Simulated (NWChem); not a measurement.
System: C₂H₄BF₃; SMILES CB(F)C(F)F

Input file for NWChem:

```
start job
memory heap 200 mb stack 900 mb global 1100 mb
geometry units angstroms noautoz
  C      1.380460    -1.236784    -0.354394
  B     -0.058793    -0.804957     0.037217
  F     -1.025170    -1.685018     0.260510
  C     -0.459492     0.747006     0.167521
  F      0.420902     1.372402     0.996064
  F     -0.350165     1.313005    -1.069060
  H      1.530505    -2.324541    -0.368883
  H      1.612608    -0.824324    -1.351803
  H      2.107411    -0.768255     0.329495
  H     -1.479513     0.950311     0.541803
end
basis spherical
  * library aug-pcseg-1
end
dft
  xc b3lyp
  iterations 150
  semidirect filesize 400000000
  mulliken
end
task dft energy
```

Excerpt of the output:

```
             Northwest Computational Chemistry Package (NWChem) 7.3.0
             --------------------------------------------------------

 C1  symmetry detected

                             Geometry "geometry" -> ""
                             -------------------------

 Output coordinates in angstroms (scale by  1.889725989 to convert to a.u.)

  No.       Tag          Charge          X              Y              Z
 ---- ---------------- ---------- -------------- -------------- --------------
    1 C                    6.0000     1.40033650    -1.17392079    -0.38649145
    2 B                    5.0000    -0.04255405    -0.78745766     0.03776795
    3 F                    9.0000    -0.97658041    -1.69730549     0.27864824
    4 C                    6.0000    -0.48743431     0.75113595     0.18247192
    5 F                    9.0000     0.39129601     1.40060341     0.99408900
    6 F                    9.0000    -0.42231449     1.32398028    -1.05407513
    7 H                    1.0000     1.58310986    -2.25653738    -0.40826177
    8 H                    1.0000     1.59806961    -0.75152085    -1.38715151
    9 H                    1.0000     2.12736711    -0.68549240     0.28324398
   10 H                    1.0000    -1.50479939     0.92204416     0.57948761

 Effective nuclear repulsion energy (a.u.)     233.2716060436

                                 NWChem DFT Module
                                 -----------------

 Summary of "ao basis" -> "ao basis" (spherical)
 ------------------------------------------------------------------------------
       Tag                 Description            Shells   Functions and Types
 ---------------- ------------------------------  ------  ---------------------
 C                        aug-pcseg-1                9       23   4s3p2d
 B                        aug-pcseg-1                9       23   4s3p2d
 F                        aug-pcseg-1                9       23   4s3p2d
 H                        aug-pcseg-1                5        9   3s2p

            General Information
            -------------------
          SCF calculation type: DFT
          Wavefunction type:  closed shell.
          No. of atoms     :    10
          No. of electrons :    48
           Alpha electrons :    24
            Beta electrons :    24
          Charge           :     0
          Spin multiplicity:     1
          Use of symmetry is: off; symmetry adaption is: off
          Maximum number of iterations: 150
          AO basis - number of functions:   174
                     number of shells:    74
          Convergence on energy requested:  1.00D-06
          Convergence on density requested:  1.00D-05
          Convergence on gradient requested:  5.00D-04

              XC Information
              --------------
                         B3LYP Method XC Potential
                     Hartree-Fock (Exact) Exchange  0.200
                        Slater Exchange Functional  0.800 local
                    Becke 1988 Exchange Functional  0.720 non-local
              Lee-Yang-Parr Correlation Functional  0.810
                  VWN I RPA Correlation Functional  0.190 local

             Grid Information
             ----------------
          Grid used for XC integration:  medium
          Radial quadrature: Mura-Knowles
          Angular quadrature: Lebedev.
          Tag              B.-S. Rad. Rad. Pts. Rad. Cut. Ang. Pts.
          ---              ---------- --------- --------- ---------
          C                   0.70       49          15.0       434
          B                   0.85       49          14.0       434
          F                   0.50       49          14.0       434
          H                   0.35       45          16.0       434
          Grid pruning is: on
          Number of quadrature shells:   474
          Spatial weights used:  Erf1

      Superposition of Atomic Density Guess
      -------------------------------------

 Sum of atomic energies:        -399.86490480

      Non-variational initial energy
      ------------------------------

 Total energy =    -402.156055
 1-e energy   =   -1015.879445
 2-e energy   =     380.451783
 HOMO         =      -0.314794
 LUMO         =      -0.002889

------------------------------------------------------------
EAF file 0: "./job.aoints.0" size=746586112 bytes
------------------------------------------------------------
               write      read    awrite     aread      wait
               -----      ----    ------     -----      ----
     calls:     1424         0         0         0         0
   data(b): 7.47e+08  0.00e+00  0.00e+00  0.00e+00
   time(s): 0.00e+00  0.00e+00  0.00e+00  0.00e+00  0.00e+00
rate(mb/s): 0.00e+00  0.00e+00
------------------------------------------------------------

     ---------------------------------------------
      Total Density - Mulliken Population Analysis
     ---------------------------------------------

    Atom       Charge   Shell Charges
 -----------   ------   -------------------------------------------------------
    1 C    6     7.46   2.00  0.80  0.49  0.18  2.19  1.65  0.04  0.01  0.11
    2 B    5     3.77   2.00  0.71 -0.03 -0.20  1.10 -0.08 -0.01  0.08  0.20
    3 F    9     9.38   2.00  0.96  0.96 -0.15  3.59  2.01  0.02  0.01 -0.00
    4 C    6     4.95   2.00  0.74  0.36  0.14  1.50  0.27  0.01  0.08 -0.15
    5 F    9     9.84   2.00  0.96  1.00  0.04  3.53  2.13  0.16  0.01  0.02
    6 F    9     9.85   2.00  0.96  1.01  0.05  3.53  2.13  0.15  0.01  0.02
    7 H    1     0.67   0.68 -0.06 -0.01  0.02  0.04
    8 H    1     0.62   0.66 -0.14  0.01  0.02  0.06
    9 H    1     0.62   0.67 -0.14  0.01  0.02  0.06
   10 H    1     0.83   0.74  0.09  0.00  0.02 -0.01

   convergence    iter        energy       DeltaE   RMS-Dens  Diis-err
 ---------------- ----- ----------------- --------- --------- ---------
 d= 0,ls=0.0,diis     1   -402.8742659161 -6.36D+02  1.41D-02  1.21D+00
 d= 0,ls=0.0,diis     2   -402.7905971016  8.37D-02  5.37D-03  2.51D+00
 d= 0,ls=0.0,diis     3   -403.0039350379 -2.13D-01  8.10D-04  3.74D-02
 d= 0,ls=0.0,diis     4   -403.0059788650 -2.04D-03  3.81D-04  8.70D-03
 d= 0,ls=0.0,diis     5   -403.0068000575 -8.21D-04  8.41D-05  4.32D-04
  Resetting Diis
 d= 0,ls=0.0,diis     6   -403.0068357823 -3.57D-05  3.34D-05  3.60D-05
 d= 0,ls=0.0,diis     7   -403.0068389614 -3.18D-06  1.25D-05  1.03D-06
 d= 0,ls=0.0,diis     8   -403.0068389171  4.43D-08  5.04D-06  1.63D-06

         Total DFT energy =     -403.006838917055
      One electron energy =    -1019.543306653513
           Coulomb energy =      431.088402345967
    Exchange-Corr. energy =      -47.823540653148
 Nuclear repulsion energy =      233.271606043638

 Numeric. integr. density =       47.999988882339

                       DFT Final Molecular Orbital Analysis
                       ------------------------------------

 Vector   22  Occ=2.000000D+00  E=-4.100622D-01
              MO Center=  7.8D-01, -3.6D-01, -1.3D-01, r^2= 4.0D+00
   Bfn.  Coefficient  Atom+Function         Bfn.  Coefficient  Atom+Function
  ----- ------------  ---------------      ----- ------------  ---------------
     6      0.315738   1 C  py              139     -0.269595   7 H  s
    97     -0.254316   5 F  px              157      0.230944   9 H  s
   120     -0.219357   6 F  px               72     -0.181895   4 C  s
   100     -0.172264   5 F  px              121     -0.162626   6 F  py
     9      0.160671   1 C  py              123     -0.151574   6 F  px

 Vector   23  Occ=2.000000D+00  E=-3.872856D-01
              MO Center=  4.0D-01, -3.8D-01, -1.0D-01, r^2= 3.4D+00
   Bfn.  Coefficient  Atom+Function         Bfn.  Coefficient  Atom+Function
  ----- ------------  ---------------      ----- ------------  ---------------
     5      0.321286   1 C  px               51      0.252601   3 F  px
    28     -0.214471   2 B  px               97      0.209129   5 F  px
   120      0.210079   6 F  px               25     -0.175518   2 B  s
     8      0.173097   1 C  px              166      0.170093  10 H  s
    54      0.159432   3 F  px              148      0.145048   8 H  s

 Vector   24  Occ=2.000000D+00  E=-3.167341D-01
              MO Center= -1.3D-01,  1.5D-01,  5.5D-02, r^2= 2.9D+00
   Bfn.  Coefficient  Atom+Function         Bfn.  Coefficient  Atom+Function
  ----- ------------  ---------------      ----- ------------  ---------------
    75     -0.301486   4 C  py               29      0.276446   2 B  py
   121      0.230714   6 F  py               98      0.226710   5 F  py
   167     -0.218908  10 H  s               166     -0.216548  10 H  s
     5      0.212553   1 C  px               28     -0.192864   2 B  px
    74      0.187203   4 C  px               52     -0.179938   3 F  py

 Vector   25  Occ=0.000000D+00  E=-4.987376D-02
              MO Center= -3.6D-02, -5.3D-01,  5.9D-02, r^2= 3.0D+00
   Bfn.  Coefficient  Atom+Function         Bfn.  Coefficient  Atom+Function
  ----- ------------  ---------------      ----- ------------  ---------------
    30      0.532331   2 B  pz               33      0.433433   2 B  pz
   150      0.319184   8 H  s                79      0.304405   4 C  pz
   159     -0.283735   9 H  s               119      0.276865   6 F  s
    96     -0.259752   5 F  s                53     -0.238222   3 F  pz
   149      0.213800   8 H  s               158     -0.206884   9 H  s

 Vector   26  Occ=0.000000D+00  E=-1.304329D-02
              MO Center=  7.7D-01, -1.2D+00, -1.7D-01, r^2= 1.6D+01
   Bfn.  Coefficient  Atom+Function         Bfn.  Coefficient  Atom+Function
  ----- ------------  ---------------      ----- ------------  ---------------
    27      2.082245   2 B  s               150     -1.307076   8 H  s
   159     -1.302163   9 H  s                 4      0.939054   1 C  s
   141     -0.852831   7 H  s                34      0.755627   2 B  px
    11      0.702575   1 C  px                3      0.480885   1 C  s
   140     -0.480745   7 H  s               168     -0.353812  10 H  s

 Vector   27  Occ=0.000000D+00  E= 5.519390D-03
              MO Center= -1.1D+00,  1.3D-01,  5.1D-01, r^2= 2.0D+01
   Bfn.  Coefficient  Atom+Function         Bfn.  Coefficient  Atom+Function
  ----- ------------  ---------------      ----- ------------  ---------------
   168      3.330154  10 H  s               141     -1.855789   7 H  s
    80      1.469645   4 C  px               27     -1.093214   2 B  s
     4      0.940434   1 C  s                12     -0.920528   1 C  py
    73     -0.725454   4 C  s                82     -0.547443   4 C  pz
    81     -0.507459   4 C  py               35     -0.495019   2 B  py

------------------------------------------------------------
EAF file 0: "./job.aoints.0" size=859308032 bytes
------------------------------------------------------------
               write      read    awrite     aread      wait
               -----      ----    ------     -----      ----
     calls:     1639         7         0     11466     11466
   data(b): 8.59e+08  3.67e+06  0.00e+00  6.01e+09
   time(s): 0.00e+00  0.00e+00  0.00e+00  0.00e+00  0.00e+00
rate(mb/s): 0.00e+00  0.00e+00
------------------------------------------------------------

     ---------------------------------------------
      Total Density - Mulliken Population Analysis
     ---------------------------------------------

    Atom       Charge   Shell Charges
 -----------   ------   -------------------------------------------------------
    1 C    6     6.90   1.99  0.73  0.46  0.23  2.19  1.16  0.04  0.02  0.08
    2 B    5     4.02   2.00  0.68 -0.15 -0.21  1.49  0.01 -0.02  0.09  0.15
    3 F    9     9.28   2.00  0.95  0.97 -0.09  3.45  1.89  0.10  0.01 -0.00
    4 C    6     5.02   1.99  0.76  0.23  0.09  1.96  0.04 -0.02  0.10 -0.13
    5 F    9     9.73   2.00  0.95  1.02  0.12  3.43  1.99  0.19  0.01  0.03
    6 F    9     9.75   2.00  0.95  1.02  0.13  3.43  1.99  0.19  0.01  0.03
    7 H    1     0.86   0.76  0.05  0.02  0.02  0.01
    8 H    1     0.76   0.75 -0.06  0.02  0.02  0.02
    9 H    1     0.75   0.76 -0.07  0.03  0.02  0.02
   10 H    1     0.93   0.79  0.15  0.01  0.02 -0.04

     -------------------------------------------
      Total Density - Lowdin Population Analysis
     -------------------------------------------

    Atom       Charge   Shell Charges
 -----------   ------   -------------------------------------------------------
    1 C    6     6.07   1.98  0.48  0.26  0.06  1.97  1.02  0.07  0.04  0.18
    2 B    5     4.66   1.96  0.33  0.12  0.04  1.26  0.34  0.04  0.21  0.36
    3 F    9     9.20   1.99  0.89  0.69  0.11  3.32  1.83  0.21  0.01  0.14
    4 C    6     5.83   1.97  0.42  0.21  0.06  1.71  0.61  0.07  0.23  0.55
    5 F    9     9.20   1.99  0.89  0.66  0.11  3.32  1.79  0.21  0.01  0.21
    6 F    9     9.20   1.99  0.89  0.66  0.11  3.32  1.79  0.21  0.01  0.21
    7 H    1     0.98   0.59  0.14  0.02  0.05  0.18
    8 H    1     0.97   0.58  0.13  0.02  0.05  0.19
    9 H    1     0.97   0.58  0.13  0.02  0.05  0.19
   10 H    1     0.92   0.59  0.13  0.03  0.04  0.13

     Multipole analysis of the density
     ---------------------------------

     L   x y z        total         alpha         beta         nuclear
     -   - - -        -----         -----         ----         -------
     0   0 0 0     -0.000000    -24.000000    -24.000000     48.000000

     1   1 0 0      0.077273      0.038636      0.038636     -0.000000
     1   0 1 0     -0.407032     -0.203516     -0.203516      0.000000
     1   0 0 1      0.048312      0.024156      0.024156     -0.000000

     2   2 0 0    -24.459360    -77.610474    -77.610474    130.761587
     2   1 1 0     -2.158766      7.300870      7.300870    -16.760507
     2   1 0 1     -0.713311      2.970564      2.970564     -6.654439
     2   0 2 0    -28.044143   -158.811170   -158.811170    289.578197
     2   0 1 1      0.656342     -2.196564     -2.196564      5.049471
     2   0 0 2    -25.589208    -54.223327    -54.223327     82.857447
```

Level: B3LYP/aug-pcseg-1. The geometry was optimised at PBE0/def2-SVP. B3LYP is NWChem's, with the RPA form of VWN correlation.
